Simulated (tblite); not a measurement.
Compound: C6H10GeSe.
Atom-mapped SMILES: `[CH:1]#[C:2]/[CH:3]=[CH:4]/[Ge@H:5]([SeH:6])[CH2:7][CH3:8]` (hydrogens: H9 on C1; H10 on C3; H11 on C4; H12 on Ge5; H13 on Se6; H14, H15 on C7; H16, H17, H18 on C8)

Computed with GFN2-xTB (tblite), gas phase: L-BFGS steps from a force-field or distance-geometry start until the largest atomic force falls under 0.01 eV/Å.

Geometry at step 39:
```
atom  x, y, z in Å
C1      4.6384   -1.0396    0.0737
C2      3.5495   -0.6414   -0.2416
C3      2.2555   -0.2438   -0.6293
C4      1.3234    0.1561    0.2373
Ge5    -0.5259    0.5783   -0.2509
Se6    -0.9196    2.8436    0.2889
C7     -1.8339   -0.5870    0.7115
C8     -3.2727   -0.3024    0.3077
H9      5.5839   -1.3867    0.3667
H10     2.0503   -0.3126   -1.6914
H11     1.5886    0.2313    1.2860
H12    -0.6998    0.3598   -1.7529
H13     0.4639    3.0966    0.5662
H14    -1.5729   -1.6246    0.4963
H15    -1.7305   -0.4531    1.7902
H16    -3.9570   -0.9812    0.8177
H17    -3.4096   -0.4032   -0.7702
H18    -3.5405    0.7163    0.5880
```

**Question.** What forces act on the atoms?

**Answer.** 
```json
{"atom": "C1", "Fx (eV/Å)": "0.001", "Fy (eV/Å)": "0.004", "Fz (eV/Å)": "0.035"}
{"atom": "C2", "Fx (eV/Å)": "0.018", "Fy (eV/Å)": "-0.026", "Fz (eV/Å)": "-0.014"}
{"atom": "C3", "Fx (eV/Å)": "-0.010", "Fy (eV/Å)": "-0.016", "Fz (eV/Å)": "0.003"}
{"atom": "C4", "Fx (eV/Å)": "0.041", "Fy (eV/Å)": "0.028", "Fz (eV/Å)": "-0.003"}
{"atom": "Ge5", "Fx (eV/Å)": "0.063", "Fy (eV/Å)": "-0.165", "Fz (eV/Å)": "0.064"}
{"atom": "Se6", "Fx (eV/Å)": "-0.092", "Fy (eV/Å)": "0.030", "Fz (eV/Å)": "-0.020"}
{"atom": "C7", "Fx (eV/Å)": "-0.038", "Fy (eV/Å)": "-0.032", "Fz (eV/Å)": "0.027"}
{"atom": "C8", "Fx (eV/Å)": "-0.025", "Fy (eV/Å)": "0.041", "Fz (eV/Å)": "0.034"}
{"atom": "H9", "Fx (eV/Å)": "0.025", "Fy (eV/Å)": "0.029", "Fz (eV/Å)": "-0.011"}
{"atom": "H10", "Fx (eV/Å)": "-0.075", "Fy (eV/Å)": "-0.001", "Fz (eV/Å)": "-0.001"}
{"atom": "H11", "Fx (eV/Å)": "-0.024", "Fy (eV/Å)": "-0.045", "Fz (eV/Å)": "0.003"}
{"atom": "H12", "Fx (eV/Å)": "0.015", "Fy (eV/Å)": "0.085", "Fz (eV/Å)": "-0.022"}
{"atom": "H13", "Fx (eV/Å)": "0.034", "Fy (eV/Å)": "0.022", "Fz (eV/Å)": "-0.001"}
{"atom": "H14", "Fx (eV/Å)": "-0.028", "Fy (eV/Å)": "0.007", "Fz (eV/Å)": "-0.034"}
{"atom": "H15", "Fx (eV/Å)": "0.069", "Fy (eV/Å)": "0.042", "Fz (eV/Å)": "-0.032"}
{"atom": "H16", "Fx (eV/Å)": "0.021", "Fy (eV/Å)": "0.014", "Fz (eV/Å)": "-0.074"}
{"atom": "H17", "Fx (eV/Å)": "0.018", "Fy (eV/Å)": "-0.042", "Fz (eV/Å)": "0.080"}
{"atom": "H18", "Fx (eV/Å)": "-0.012", "Fy (eV/Å)": "0.023", "Fz (eV/Å)": "-0.032"}
```

The largest, 0.19 eV/Å, acts on Ge5; the rms over all components is 0.044 eV/Å. The forces sum to zero within rounding, as they must for an isolated molecule in no field.

**Question.** Give the force on Ge5 in Eh/bohr and in nN.

**Answer.** 0.188 eV/Å ÷ 51.422 = 0.00365 Eh/bohr, and 0.188 eV/Å × 1.602 = 0.30 nN.

**Question.** How far is this geometry from the end of the optimisation?

**Answer.** 0.029 eV above it, and 0.182 Å rms away after alignment. The bonds farthest from their final lengths, with half the difference of the two atoms' forces along the bond (positive lengthens):

| bond | now (Å) | final (Å) | force along bond (eV/Å) |
| --- | --- | --- | --- |
| Ge5–Se6 | 2.362 | 2.369 | +0.10 |
| Ge5–C7 | 1.999 | 1.996 | -0.01 |
| Ge5–H12 | 1.528 | 1.531 | +0.03 |
| C8–H17 | 1.091 | 1.089 | -0.02 |
| C8–H16 | 1.090 | 1.089 | -0.03 |
| Se6–H13 | 1.434 | 1.435 | +0.06 |

The angle farthest from its final value is Se6–Ge5–C7, 109.9° against 106.3°.

What follows is the cost of the whole relaxation. On one thread, Arm Neoverse N1 (aarch64), shared host with 64 logical CPUs at a one-minute load of 58, this took 1.5 s wall.
